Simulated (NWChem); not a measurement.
Program: NWChem. System: CH$_{3}$BF$_{2}$, charge 0, spin multiplicity 1, at a geometry optimised with PBE0/def2-SVP. The structure started from a generated list of species. Level: RHF/def2-SVPD.

The NWChem input:

```
start mol
memory heap 200 mb stack 900 mb global 1100 mb
geometry units angstroms nocenter noautoz noautosym
  B      0.033671    -0.037175     0.062242
  F      1.329989    -0.284546    -0.034826
  F     -0.569647    -0.540247     1.125940
  C     -0.721401     0.780774    -1.027422
  H     -1.745137     1.044107    -0.731422
  H     -0.771733     0.183631    -1.953620
  H     -0.166155     1.696626    -1.281652
end
basis spherical
  * library def2-svpd
end
scf
  rhf
  nopen 0
  maxiter 100
  thresh 1e-7
  semidirect memsize 60000000 filesize 0
end
task scf energy
```

Part of the output:

```
             Northwest Computational Chemistry Package (NWChem) 7.3.0
             --------------------------------------------------------

                                NWChem Input Module
                                -------------------

 Scaling coordinates for geometry "geometry" by  1.889725989
 (inverse scale =  0.529177249)

                             Geometry "geometry" -> ""
                             -------------------------

 Output coordinates in angstroms (scale by  1.889725989 to convert to a.u.)

  No.       Tag          Charge          X              Y              Z
 ---- ---------------- ---------- -------------- -------------- --------------
    1 B                    5.0000     0.03367100    -0.03717500     0.06224200
    2 F                    9.0000     1.32998900    -0.28454600    -0.03482600
    3 F                    9.0000    -0.56964700    -0.54024700     1.12594000
    4 C                    6.0000    -0.72140100     0.78077400    -1.02742200
    5 H                    1.0000    -1.74513700     1.04410700    -0.73142200
    6 H                    1.0000    -0.77173300     0.18363100    -1.95362000
    7 H                    1.0000    -0.16615500     1.69662600    -1.28165200

 Effective nuclear repulsion energy (a.u.)     110.5778815589

            Nuclear Dipole moment (a.u.)
            ----------------------------
        X                 Y               Z
 ---------------- ---------------- ----------------
     0.0000037795    -0.0000075589     0.0000188973


 Summary of "ao basis" -> "" (spherical)
 ------------------------------------------------------------------------------
       Tag                 Description            Shells   Functions and Types
 ---------------- ------------------------------  ------  ---------------------
 *                         def2-svpd                  on all atoms

 Summary of "ao basis" -> "ao basis" (spherical)
 ------------------------------------------------------------------------------
       Tag                 Description            Shells   Functions and Types
 ---------------- ------------------------------  ------  ---------------------
[...]
     6     -0.182681  1 B  py                76      0.183312  4 C  pz
    71      0.177675  4 C  px                 5      0.165958  1 B  px
    50     -0.150561  3 F  pz

 Vector   17  Occ=0.000000D+00  E= 7.383520D-02
              MO Center=  1.4D-02,  2.2D-02, -7.7D-03, r^2= 1.1D+01
   Bfn.  Coefficient  Atom+Function         Bfn.  Coefficient  Atom+Function
  ----- ------------  ---------------      ----- ------------  ---------------
     4      2.993089  1 B  s                 24     -1.447353  2 F  s
    69      1.283328  4 C  s                 47     -0.909710  3 F  s
    96     -0.744089  6 H  s                104     -0.699113  7 H  s
     8      0.556807  1 B  px                88     -0.411689  5 H  s
     9     -0.260235  1 B  py               109      0.252887  7 H  py

 Vector   18  Occ=0.000000D+00  E= 1.260339D-01
              MO Center= -5.7D-01,  6.0D-01, -7.9D-01, r^2= 1.2D+01
   Bfn.  Coefficient  Atom+Function         Bfn.  Coefficient  Atom+Function
  ----- ------------  ---------------      ----- ------------  ---------------
    70      7.316842  4 C  s                 69      4.211510  4 C  s
     3     -3.267530  1 B  s                  4     -2.786244  1 B  s
   104     -2.587270  7 H  s                 88     -2.565029  5 H  s
    96     -2.396822  6 H  s                 47      1.285479  3 F  s
    24      1.004126  2 F  s                 92     -0.662310  5 H  px

 Vector   19  Occ=0.000000D+00  E= 1.528718D-01
              MO Center= -2.1D-01,  3.3D-01, -1.9D-01, r^2= 3.7D+00
   Bfn.  Coefficient  Atom+Function         Bfn.  Coefficient  Atom+Function
  ----- ------------  ---------------      ----- ------------  ---------------
     3      1.056782  1 B  s                 24     -0.940619  2 F  s
    47     -0.794665  3 F  s                  9     -0.752145  1 B  py
    20      0.367217  1 B  d  2               6      0.357233  1 B  py
    16      0.322953  1 B  d -2             102      0.308563  6 H  pz
    32     -0.303401  2 F  py                69      0.270110  4 C  s

 center of mass
 --------------
 x =   0.10197280 y =  -0.11104339 z =   0.15015980

 moments of inertia (a.u.)
 ------------------
         216.696277022575          36.339568956049           5.006961824393
          36.339568956049         328.515995878996          85.861293131904
           5.006961824393          85.861293131904         241.994976958400

  Mulliken analysis of the total density
  --------------------------------------

    Atom       Charge   Shell Charges
 -----------   ------   -------------------------------------------------------
    1 B    5     3.86   1.99  0.71 -0.41  0.04  1.35 -0.16  0.24  0.11
    2 F    9     9.55   1.99  1.13  0.76  0.17  3.36  2.00  0.15  0.01  0.00
    3 F    9     9.49   1.99  1.13  0.75  0.11  3.36  2.00  0.14  0.01  0.00
    4 C    6     6.25   1.99  0.85  0.02  0.04  2.07  1.20  0.03  0.05
    5 H    1     0.96   0.74  0.11  0.03  0.08
    6 H    1     0.95   0.74  0.10  0.03  0.08
    7 H    1     0.93   0.74  0.09  0.03  0.08

       Multipole analysis of the density wrt the origin
       ------------------------------------------------

     L   x y z        total         open         nuclear
     -   - - -        -----         ----         -------
     0   0 0 0     -0.000000      0.000000     32.000000

     1   1 0 0     -0.348159      0.000000      0.000004
     1   0 1 0      0.381365      0.000000     -0.000008
     1   0 0 1     -0.513846      0.000000      0.000019

     2   2 0 0    -18.425750      0.000000     91.552031
     2   1 1 0      0.204119      0.000000    -22.382463
     2   1 0 1      0.875499      0.000000      4.518385
     2   0 2 0    -15.988611      0.000000     39.361974
     2   0 1 1      0.930838      0.000000    -48.234268
     2   0 0 2    -17.205923      0.000000     84.876238

 Task  times  cpu:        6.2s     wall:        6.2s

 Total times  cpu:        6.3s     wall:        6.3s
```
